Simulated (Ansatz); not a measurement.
`FCNC[SiH3]` → `CNCF` + `[SiH2]` at 500 K and 1 bar (silylene formation by 1,1-elimination).

Calculated with Ansatz (gas phase, PBE0-D4/def2-TZVP geometries, no zero-point term in ΔE). CCSD(T)/CBS is the MP2 limit (def2-TZVPP, def2-QZVPP) plus CCSD(T) − MP2 in def2-TZVPP, frozen cores. This one scheme is used for every species. One conformer a species, not always the lowest.

```csv
species,CCSD(T)/CBS energy (Eh),H − E (kJ/mol),S (J/(mol·K))
`FCNC[SiH3]`,-524.47248,313.0,416.3
`CNCF`,-234.19797,259.8,338.8
`[SiH2]`,-290.19011,48.0,226.5
```

H − E and S are ideal-gas, rigid-rotor, harmonic terms from PBE0-D4/def2-TZVP, for one conformer and one mirror image of each species. 1 Eh = 2625.50 kJ/mol, R = 8.31446 J/(mol·K).

**Question.** By hand: ΔE, ΔH, ΔS and ΔG.

**Answer.** ΔE = (-234.19797) + (-290.19011) − (-524.47248) = 0.08440 Eh = 221.6 kJ/mol. Δ(H − E) = 259.8 + 48.0 − 313.0 = -5.2, so ΔH = 216.4 kJ/mol. ΔS = 338.8 + 226.5 − 416.3 = 149.0 J/(mol·K). ΔG = 216.4 − 500 × (149.0)/1000 = 141.9 kJ/mol.

**Question.** By hand: the equilibrium constant, and the temperature at which ΔG would vanish if ΔH and ΔS stayed fixed.

**Answer.** log₁₀ K = −ΔG/(RT ln 10) = -14.8. ΔG = 0 at ΔH/ΔS = 1452 K.

The number of gas molecules changes by +1, which sets the sign of ΔS. A doubt of 5 kJ/mol in ΔE shifts log₁₀ K by 0.5 here. Other conformers and mirror images would add mixing entropy, several J/(mol·K) or more a flexible species. These are equilibria of isolated gas molecules and say nothing of rates. Largest T1 diagnostic: 0.014 (customary marks: 0.02 for closed shells, 0.045 for open ones).
